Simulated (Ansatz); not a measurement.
A series at Mo: from `[O]=[Mo]([OH])([Cl])([Cl])[Cl]`, ligands are replaced one by one, each step taking up H₂O and setting free HCl; n counts the steps. Ansatz, PBE0-D4/def2-TZVP geometries. Each molecule was computed in one conformer, which needn't be the lowest.

| n | molecule | HOMO energy, ωB97M-V/def2-TZVPP (eV) |
| --- | --- | --- |
| 0 | `[O]=[Mo]([OH])([Cl])([Cl])[Cl]` | -10.89 |
| 1 | `[O]=[Mo]([OH])([OH])([Cl])[Cl]` | ? |
| 2 | `[O]=[Mo]([OH])([OH])([OH])[Cl]` | -10.88 |
| 3 | `[O]=[Mo]([OH])([OH])([OH])[OH]` | -11.50 |

**Question.** By hand: fit a straight line y = ȳ + b (n − n̄) to the 3 given rows and predict n = 1.

**Answer.** n̄ = 1.667, ȳ = -11.090; Σ(n − n̄)(y − ȳ) = -0.810, Σ(n − n̄)² = 4.667, so b = -0.174 eV a step. Prediction: -11.090 + (-0.174) × (-0.667) = -10.97 eV.

**Question.** By hand: compare with the computed value, -11.12 eV, and give the steps along the whole series.

**Answer.** The line misses by -0.15 eV (computed minus predicted). Steps: -0.23, 0.24, -0.62 eV.

The steps change sign along the series, so a line is a poor guide. The highest orbital can change its character along such a series. The miss is 24.2 % of the series' range.
